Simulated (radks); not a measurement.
The manganese anion Mn- inside a hard spherical wall (all orbitals vanish at R), configuration held at [Ar] 3d6 4s2 and not refilled when levels cross. All-electron calculation, scalar-relativistic Kohn-Sham, LDA (Slater exchange, VWN5 correlation), spin-polarised, spherical densities, finite nucleus; open shells are filled with parallel spins first; Fermi nuclear charge, rms radius 3.7057 fm. Program: a radial shooting solver on a logarithmic mesh with Libxc functionals. Eigenvalues in eV for spin up, with the zero of energy where the potential of the charges vanishes at infinity; a dash marks a level that is unbound or too diffuse for the functional's potential to be trusted. A positive occupied level is held by the wall or, in an anion where self-interaction has pushed it up, behind a barrier. The pressure on the wall is -dE/dV.

R (bohr),E (hartree),kinetic (hartree),e(3s),e(3p),e(3d),e(4s),"e(5s, empty)","e(4p, empty)",pressure (GPa)
20,-1156.34508,1168.545,-79.412,-48.550,-1.369,-0.839,-,-,0.00911
15,-1156.33738,1168.522,-78.083,-47.236,-0.153,-0.078,-,-,0.0152
12,-1156.33249,1168.517,-77.216,-46.378,0.640,0.392,4.013,3.020,0.0345
7,-1156.27992,1168.694,-74.727,-43.896,2.987,2.239,12.409,5.891,1.80
4,-1155.66418,1170.602,-65.724,-35.024,11.394,12.349,51.987,19.322,103
3.5,-1155.17168,1172.039,-61.383,-30.794,15.591,18.854,74.282,27.352,259
3,-1154.17053,1174.935,-54.734,-24.322,22.342,30.951,112.33,41.732,749
2.5,-1151.87023,1181.667,-43.727,-13.447,34.360,56.121,183.18,70.210,2650
2,-1145.55576,1200.083,-22.479,8.407,59.291,116.62,332.40,134.59,12400
1.5,-1123.60690,1258.917,31.364,65.407,121.61,290.46,708.49,308.27,85400
